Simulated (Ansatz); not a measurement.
CH8BNO2Si, SMILES `COB(N)O[SiH3]`. Charge 0, multiplicity 1. Geometry: relaxed with PBE0-D4/def2-TZVP. It is one conformer, not always the lowest.

```xyz
14

C     0.876    1.596   -0.411
O     1.411    0.301   -0.503
B     0.635   -0.812   -0.305
N     1.237   -2.069   -0.488
O    -0.692   -0.754    0.046
Si   -1.877    0.059    0.810
H     1.665    2.303   -0.672
H     0.039    1.741   -1.101
H     0.538    1.826    0.606
H     2.194   -2.167   -0.771
H     0.737   -2.928   -0.357
H    -2.970   -0.897    1.111
H    -2.412    1.150   -0.047
H    -1.383    0.651    2.082
```

(1) What is the dipole moment at r2SCAN/def2-TZVPP? (Estimate.)

(2) And with PBE, B3LYP, ωB97M-V? (Estimate.)

(3) Give the Mulliken charges with r2SCAN, ωB97M-V, PBE in def2-TZVPP. (An estimate is asked.)

## Answers

(1) The calculation gave: 0.19 D, with components (0.16, -0.11, -0.04) D in this frame, pointing from negative to positive charge.

(2) Ansatz gave: PBE 0.23 D, B3LYP 0.08 D, ωB97M-V 0.08 D.

(3) Ansatz gave: 
```csv
atom,r2SCAN,ωB97M-V,PBE
C1,0.00,-0.20,-0.13
O2,-0.36,-0.33,-0.27
B3,0.47,0.42,0.30
N4,-0.40,-0.29,-0.34
O5,-0.41,-0.37,-0.29
Si6,0.40,0.26,0.30
H7,0.06,0.13,0.11
H8,0.07,0.13,0.10
H9,0.06,0.12,0.09
H10,0.17,0.13,0.17
H11,0.17,0.13,0.17
H12,-0.08,-0.03,-0.06
H13,-0.08,-0.04,-0.07
H14,-0.08,-0.04,-0.07
```

B3LYP here is the variant with VWN-RPA as its local correlation; programs differ in this.
